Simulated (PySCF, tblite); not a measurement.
`[H]/N=C/[C@@H]1C[C@@H]2C=C[C@H]1CC2`. The geometry is computed with GFN2-xTB (gas phase).

```
atom  x, y, z in Å
H1     4.1615   -0.2359   -0.6328
N2     3.3958   -0.0211    0.0028
C3     2.2448   -0.2789   -0.4218
C4     1.0468    0.0034    0.4236
C5     0.1956   -1.2634    0.6221
C6    -1.2429   -1.0008    0.1428
C7    -1.1763   -0.5689   -1.2878
C8    -0.4339    0.5092   -1.4942
C9     0.1726    1.0867   -0.2560
C10   -0.9702    1.4244    0.7177
C11   -1.8098    0.1650    0.9723
H12    2.0168   -0.7088   -1.4088
H13    1.4012    0.3920    1.3810
H14    0.6168   -2.0959    0.0539
H15    0.1865   -1.5529    1.6733
H16   -1.8538   -1.8961    0.2767
H17   -1.6936   -1.1158   -2.0592
H18   -0.2671    0.9651   -2.4567
H19    0.7748    1.9745   -0.4602
H20   -0.5477    1.8062    1.6478
H21   -1.5826    2.2145    0.2812
H22   -2.8507    0.3325    0.6920
H23   -1.7892   -0.1081    2.0283
```

Problem. What is the longest distance between nuclei?

Solution. H1···H22, 7.16 Å; the next longest distance is 6.52 Å.

Problem. Work out the bond lengths C3–C4, C5–H14, C6–C7, C7=C8, C8–H18 in Å.

Solution. For C3–C4 the difference vector is (-1.1980, 0.2823, 0.8454) Å, of length 1.4932 Å. C3–C4 1.493; C5–H14 1.092; C6–C7 1.496; C7=C8 1.325; C8–H18 1.078 Å.

Problem. What is the repulsion energy of the bare nuclei, Σ ZA·ZB/RAB?

Solution. 544.88 Eh over 253 pairs, with full nuclear charges and distances in bohr; the largest single term is 17.73 Eh (N2 with C3).

Problem. Where is the centre of mass (commonest isotopes), and what is the radius of gyration?

Solution. Mass 135.105 u; centre at (0.166, 0.004, -0.044) Å; Rg = √(Σ m r²/M) = 2.051 Å. As Ia + Ib + Ic = 2 Σ m r², the three principal moments sum to 1136.4 u·Å².

Problem. Write the matrix of distances between heavy atoms (Å, lower triangle).

Solution. 
```
N2    0.000
C3    1.254  0.000
C4    2.387  1.493  0.000
C5    3.488  2.502  1.539  0.000
C6    4.743  3.606  2.516  1.539  0.000
C7    4.782  3.541  2.863  2.452  1.496  0.000
C8    4.146  2.991  2.475  2.831  2.369  1.325  0.000
C9    3.418  2.487  1.549  2.509  2.553  2.372  1.495  0.000
C10   4.654  3.813  2.485  2.931  2.507  2.835  2.453  1.539  0.000
C11   5.298  4.310  2.913  2.487  1.539  2.459  2.845  2.508  1.535  0.000
```

Its GFN2-xTB frequencies are all real (lowest 64 cm⁻¹). One conformer, not necessarily the lowest.
